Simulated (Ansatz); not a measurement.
Reaction (SMILES): OB(O)Br [bromoboronic acid] + H+ -> OB([OH2+])Br
Structures are relaxed separately at B3LYP-D3(BJ)/def2-TZVP in Ansatz (a program for electronic structure), one conformer each, not searched for the lowest.

Wanted: proton affinity (electronic energy difference), positive where the reaction releases energy, in kJ/mol. Correlated levels leave the core frozen unless marked. No spin-orbit coupling. The frozen core is the preceding noble-gas configuration, with the filled d and f shells of earlier blocks. No relativistic terms. Basis-set limits of correlation are two-point, X^-3; Hartree-Fock from the larger set (for Q and 5 zeta extrapolated as (X+1)exp(-9√X)).

```
level                               program  proton affinity (kJ/mol)
---------------------------  --------------  ------------------------
HF/6-31G                             Ansatz                     773.1
PBE-D4/def2-TZVPD            Ansatz + dftd4                     733.8
revPBE-D3(BJ)/def2-TZVPD     Ansatz + dftd3                     744.8
revPBE-D4/def2-TZVPD         Ansatz + dftd4                     741.2
LC-wPBE/def2-TZVPD                   Ansatz                     740.3
B2GP-PLYP-D3(BJ)/def2-TZVPD  Ansatz + dftd3                     732.8
B2GP-PLYP-D4/def2-TZVPD      Ansatz + dftd4                     732.1
```

Task: What does CCSD(T)/CBS(cc-pVQZ,cc-pV5Z) (Ansatz) give?

Result: 734.2 kJ/mol
